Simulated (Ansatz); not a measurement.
A geometry optimisation of B2H10Si3 with r2SCAN-D4/def2-SVP

The starting geometry of this gas-phase singlet was optimised with GFN2-xTB; its bonds are those of `B[SiH](B)[SiH2][SiH3]`.

```xyz
15

B    -1.2572    0.1764   -2.2368
B    -2.6738   -0.4623    0.7312
Si   -1.0802   -0.2455   -0.3524
Si   -0.0243    1.7000    0.5295
Si    0.5530    1.5738    2.7649
H    -0.5722   -0.2892   -3.0629
H    -2.0519    0.9628   -2.5896
H    -0.0536   -1.2915   -0.0791
H    -3.5677    0.2889    0.6249
H    -2.7991   -1.3210    1.5178
H    -0.8952    2.8664    0.3058
H     1.1584    2.0315   -0.2838
H     1.5281    0.5117    3.0230
H     1.1339    2.7983    3.3236
H    -0.6248    1.2736    3.5865
```

Q: Predict what it relaxes into with r2SCAN-D4/def2-SVP.

A: New bonds form, giving a structure with H12 bridging B1 and Si4, given below by its coordinates. Distances that change by over a tenth: Si4–H12 (1.47 → 1.67 Å). Contacts that close: B1–Si4 (3.39 → 2.18 Å), B1–H12 (3.62 → 1.34 Å).

The energy falls by 0.72 eV over 32 steps:

| step | E − E(last) (eV) |
| --- | --- |
| 1 | 0.724 |
| 4 | 0.468 |
| 8 | 0.439 |
| 11 | 0.428 |
| 15 | 0.375 |
| 18 | 0.244 |
| 22 | 0.006 |
| 25 | 0.002 |
| 29 | 0.000 |
| 32 | 0.000 |

Final geometry (Å):

```
atom    x (Å)    y (Å)    z (Å)
   B  -0.3964   0.7085  -1.3554
   B  -3.0051  -0.3410   0.5603
  Si  -1.2985  -0.7738  -0.2496
  Si  -0.9315   1.3270   0.6606
  Si   0.7990   1.4615   2.2310
   H   0.7447   0.4032  -1.6188
   H  -1.1353   1.1426  -2.2097
   H  -0.3336  -1.6272   0.5210
   H  -3.6968   0.5076   0.0482
   H  -3.4107  -0.9302   1.5338
   H  -1.9322   2.4283   0.6895
   H  -0.1128   1.8486  -0.7038
   H   1.8657   0.5038   1.8175
   H   1.3604   2.8440   2.3122
   H   0.2566   1.0708   3.5658
```

No frequencies were run, so the end isn't proven a minimum. Run with Ansatz 0.2.0, 80 s on 2 threads of Intel(R) Xeon(R) Platinum 8488C (Sapphire Rapids), with other jobs on the host.
